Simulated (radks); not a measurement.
He II, configuration 1s1 (the NIST ground configuration).

Calculated with a radial shooting solver on a logarithmic mesh with Libxc functionals: Dirac Kohn-Sham, AM05, spin-unpolarised, spherical densities, finite nucleus; Gaussian nuclear charge, rms radius 1.6755 fm.

Energy parts (Ry):
total: -3.75786
kinetic: 3.70203
electron-nucleus: -7.69449
Hartree: 1.19224
exchange-correlation: -0.95764

Orbitals (lengths in bohr, moments of r in powers of bohr; <r^-3> diverges for s and p1/2):
orbital,occ.,eigenvalue (Ry),<r^4>,<r^2>,<r^-3>,<1/r>
1s1/2,1,-2.83136,1.845,0.8420,-,1.924

The highest occupied level is 1s1/2 at -38.523 eV. For comparison, the ionisation energy in NIST's Atomic Spectra Database is 54.418 eV (theoretical). In exact Kohn-Sham theory the highest level is minus the ionisation energy, but local and semilocal functionals leave it too shallow, through self-interaction and a potential that decays too fast; potentials with the right tail come closer. The electron density at the nucleus is 2.372 e/bohr^3. Summed over all electrons, <r^2> = 0.8420 bohr^2, which gives a Langevin (diamagnetic) susceptibility term of -0.667 x 10^-6 cm^3/mol. The density falls to 0.001 e/bohr^3 at r = 2.04 bohr.

Beside tabulated values, note that spin-unpolarised runs miss the spin-polarisation part of the exchange energy of open shells.
